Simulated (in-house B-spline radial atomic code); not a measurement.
Se⁺. Computed with a B-spline radial atomic code. Model: non-relativistic spherical atom: semilocal Troullier-Martins pseudo-atom, one channel per l, against all electrons, high spin, G0W0 and RPA with empty states to l = 8, local potential for every l without a channel, a model core (radius 0 = none) keeps its share of the functional.

The core holds an angular momentum without a channel of its own, so the local potential lets valence electrons into it.

What the tables leave out is listed at the end.

The pseudopotential gives back the lowest level of each angular momentum of its own functional in the configuration it was made in; a second state of the same l is only approximately right. Exact exchange, RPA and GW see the smooth pseudo-orbitals and miss the exchange with the core, for which the functional's share stands in. The column with an uncorrelated core keeps all orbitals and exact exchange, and so separates missing core correlation from pseudisation. Only the three outermost levels and the lowest empty one were computed. RPA here is direct RPA, with no exchange kernel, and its energies carry an (l + 1/2)⁻⁴ tail. A hybrid on a potential with a model core restores only its own semilocal share of the core's exchange.

Command:
```bash
python run_psgw.py task.json out
```
Settings (lengths in bohr, energies in hartree):
```
Z                      34
electrons              33
configuration          [Ar] 3d10 4s2 4p3
generated_in           [Ar] 3d10 4s2 4p4
functional             lda,vwn
core_shells            6
radius_factor          0.8
core_correction        True
```

Run time, properties included: 12 s on 1 thread of Intel(R) Xeon(R) 6975P-C (Granite Rapids), on a shared host.

Given: made with LDA VWN5; model core radius 1.169 bohr; local radius 1.252 bohr; mean-field start LDA VWN5.

Valence shells of the generating configuration: 4s, 4p.

Channel: s 1.216, p 1.453 (radii in bohr).

Computed: largest level miss in the spin-unpolarised generating configuration 0 eV; valence RPA correlation energy all-electron orbitals -0.1908 hartree; all-electron RPA polarisability, core included 12.455 bohr³; pseudo-atom RPA polarisability 13.15 bohr³.

```csv
level,occupied,mean-field all-electron (eV),mean-field pseudo minus all (eV),G0W0 all-electron (eV),G0W0 uncorrelated core minus all (eV),G0W0 pseudo minus all (eV),exchange self-energy all-electron (eV),exchange self-energy pseudo (eV)
4p up,1,-16.452,-0.002,-21.343,0.2,-0.245,-19.982,-17.038
4s down,1,-24.879,-0.008,-29.3,0.524,-0.574,-18.484,-13.812
4p down (empty),0,-14.096,-0.003,-10.102,0.229,-0.878,-5.6519,-2.7924
```

(1) What is the valence RPA correlation energy pseudo?

Given: mean-field start PBE0.

Computed: valence RPA correlation energy all-electron orbitals -0.17462 hartree; valence RPA correlation energy pseudo -0.21485 hartree; pseudo-atom RPA polarisability 11.863 bohr³.

| level | occupied | mean-field all-electron (eV) | mean-field pseudo minus all (eV) | G0W0 all-electron (eV) | G0W0 uncorrelated core minus all (eV) | G0W0 pseudo minus all (eV) | exchange self-energy all-electron (eV) | exchange self-energy pseudo (eV) |
| --- | --- | --- | --- | --- | --- | --- | --- | --- |
| 4p up | 1 | -17.858 | 0.059 | -21.532 | 0.194 | 0.027 | -19.865 | -16.974 |
| 4s down | 1 | -25.568 | 0.321 | -29.304 | 0.527 | 0.391 | -18.224 | -13.601 |
| 4p down (empty) | 0 | -12.392 | 0.025 | -9.8729 | 0.22 | -0.334 | -5.3099 | -2.7163 |

(2) What is the all-electron RPA polarisability, core included?

## Answers

(1) -0.24296 hartree.

(2) 11.131 bohr³.

Among the listed levels the largest G0W0 shift of the pseudo-atom is -0.88 eV, for 4p down (empty) on the LDA VWN5 start, while leaving the core uncorrelated moves that level by +0.23 eV. So pseudisation and the lost core exchange, not the missing core correlation, make the error. Not in the tables (levels of low weight, unsolved or above zero; the highest and the empty levels are kept at any weight): on LDA the G0W0 levels 4s up (pseudo minus all +1.36 eV, weights 0.26 and 0.19); on PBE0 the G0W0 levels 4s up (pseudo minus all +1.00 eV, weights 0.43 and 0.39); no Hartree-Fock pseudo-atom is run with a model core.
